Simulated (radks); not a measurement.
Problem. These are the eigenvalues of the occupied orbitals of an atom or ion with whole-number occupations (hartree). Calculated with a radial shooting solver on a logarithmic mesh with Libxc functionals: scalar-relativistic Kohn-Sham, r2SCAN, spin-unpolarised, spherical densities, finite nucleus; meta-GGA in the generalised Kohn-Sham scheme; Fermi nuclear charge, rms radius of each element as measured or else 0.836 A^(1/3) + 0.57 fm.

| orbital | eigenvalue |
|---|---|
| 1s | -237.8264 |
| 2s | -28.13466 |
| 2p | -23.86927 |
| 3s | -3.65427 |
| 3p | -2.45627 |
| 3d | -0.61281 |
| 4s | -0.44289 |

Which element is it, and in what charge state? The configuration may be excited.

Solution. Z = 25, manganese, charge +1: Mn+ in [Ne] 3s2 3p4 3d7 4s1. The list shows which subshells hold electrons but not how many an open one holds; the 1s level, -237.83 hartree, gives Z - s = 21.8 by -(Z - s)^2/2, which with screening and relativity narrows Z to a few neighbours, and the depths of the outer levels then fix element, charge and occupations together.
